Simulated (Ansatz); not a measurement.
Total energies of tetraphenylsilane, `c1ccc([Si](c2ccccc2)(c2ccccc2)c2ccccc2)cc1` from Ansatz at PBE0-D4/def2-TZVP, gas phase (1 Eh = 27.2114 eV = 2625.5 kJ/mol). The reference geometry is relaxed at PBE-D4/def2-SVP.

```
                 state                    geometry  energy (Eh)
      charge 0 singlet                   reference  -1215.26856
      charge 1 doublet                   reference  -1214.96529
      charge 1 doublet  relaxed at PBE-D4/def2-SVP  -1214.96824
     charge -1 doublet                   reference  -1215.26334
     charge -1 doublet  relaxed at PBE-D4/def2-SVP  -1215.26185
 free C atom (triplet)                           –    -37.80537
free Si atom (triplet)                           –   -289.24943
 free H atom (doublet)                           –     -0.50104
```

Single mean-field runs in def2-TZVP are fitted with def2-universal-jkfit.

**Question.** Work out the vertical ionisation energy to the doublet.

**Answer.** E(charge 1 doublet) − E(charge 0 singlet) = -1214.96529 − (-1215.26856) = 0.30327 Eh = 8.25 eV. For comparison, −ε of the highest occupied level is 7.08 eV at this level, 1.17 eV less.

**Question.** Work out the vertical electron affinity, to the doublet.

**Answer.** E(charge 0 singlet) − E(charge -1 doublet) = -1215.26856 − (-1215.26334) = -0.00522 Eh = -0.14 eV; negative, so the extra electron isn't bound. The basis lacks diffuse functions, which makes affinities too small.

**Question.** Give the fundamental gap IE − EA, the Mulliken electronegativity (IE + EA)/2 and the hardness (IE − EA)/2.

**Answer.** From the values in Eh: IE − EA = 0.30327 − (-0.00522) = 0.30849 Eh = 8.39 eV; (IE + EA)/2 = 4.06 eV; (IE − EA)/2 = 4.20 eV. The HOMO–LUMO gap of the same run is 6.17 eV, 2.22 eV smaller than the fundamental gap.

**Question.** How much does the charge 1 doublet relax, and what is the adiabatic ionisation energy?

**Answer.** Relaxation: -1214.96529 − (-1214.96824) = 0.00295 Eh = 0.08 eV. Adiabatic ionisation energy: 0.30032 Eh = 8.17 eV, without zero-point energy. 

**Question.** How much does the charge -1 doublet relax, and what is the adiabatic electron affinity?

**Answer.** Relaxation: -1215.26334 − (-1215.26185) = -0.00149 Eh = -0.04 eV. Adiabatic electron affinity: -0.00671 Eh = -0.18 eV, without zero-point energy. 

**Question.** What is the binding energy per atom against free atoms?

**Answer.** Atoms: 24 × (-37.80537) + 1 × (-289.24943) + 20 × (-0.50104) = -1206.59911 Eh. Binding: -1206.59911 − (-1215.26856) = 8.66945 Eh = 235.91 eV, or 5.24 eV for each of 45 atoms (no zero-point energy, no counterpoise term).

At PBE0-D4/def2-TZVP the highest occupied level of the charge -1 doublet lies above zero (up to 1.29 eV). Energy differences disagree on whether the electron is bound (positive means bound): -0.14 eV (vertical, against the charge 0 singlet, at PBE0-D4/def2-TZVP), but 0.20 eV at PBE-D4/def2-TZVP. At PBE0-D4/def2-TZVP the highest occupied level of the relaxed charge -1 doublet lies above zero (up to 1.17 eV). Energy differences disagree on whether the electron is bound (positive means bound): -0.18 eV (each at its own geometry, against the charge 0 singlet, at PBE0-D4/def2-TZVP), but 0.21 eV at PBE-D4/def2-TZVP.
